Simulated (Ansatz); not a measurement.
Mulliken charges of `F[Si](Cl)(Cl)O[SiH3]` from ωB97M-V/def2-TZVPP in Ansatz (PBE0-D4/def2-TZVP geometry).

```json
{"atom": "F1", "x (Å)": "-1.735", "y (Å)": "-2.097", "z (Å)": "-0.483", "charge (e)": "-0.265"}
{"atom": "Si2", "x (Å)": "-0.776", "y (Å)": "-0.926", "z (Å)": "-0.917", "charge (e)": "0.706"}
{"atom": "Cl3", "x (Å)": "0.689", "y (Å)": "-1.709", "z (Å)": "-2.069", "charge (e)": "-0.168"}
{"atom": "Cl4", "x (Å)": "-1.856", "y (Å)": "0.406", "z (Å)": "-1.987", "charge (e)": "-0.168"}
{"atom": "O5", "x (Å)": "-0.174", "y (Å)": "-0.253", "z (Å)": "0.397", "charge (e)": "-0.342"}
{"atom": "Si6", "x (Å)": "0.782", "y (Å)": "0.890", "z (Å)": "1.104", "charge (e)": "0.290"}
{"atom": "H7", "x (Å)": "2.186", "y (Å)": "0.684", "z (Å)": "0.675", "charge (e)": "-0.018"}
{"atom": "H8", "x (Å)": "0.316", "y (Å)": "2.236", "z (Å)": "0.694", "charge (e)": "-0.018"}
{"atom": "H9", "x (Å)": "0.657", "y (Å)": "0.722", "z (Å)": "2.569", "charge (e)": "-0.016"}
```

Question: By hand: the dipole of these point charges (1 e Å = 4.8032 D).

Answer: Σ q r = (0.339, 0.401, 0.281) e Å, of length 0.596 e Å = 2.86 D.

Question: How does the dipole of the full density compare? (Best estimate.)

Answer: Computed: (0.208, 0.247, 0.159) e Å, 1.73 D; the point charges give 1.65 times that, at 2° from its direction.

Point charges leave out the atoms' own dipoles, such as those of lone pairs, and Mulliken's split depends on the basis, so the two needn't agree.
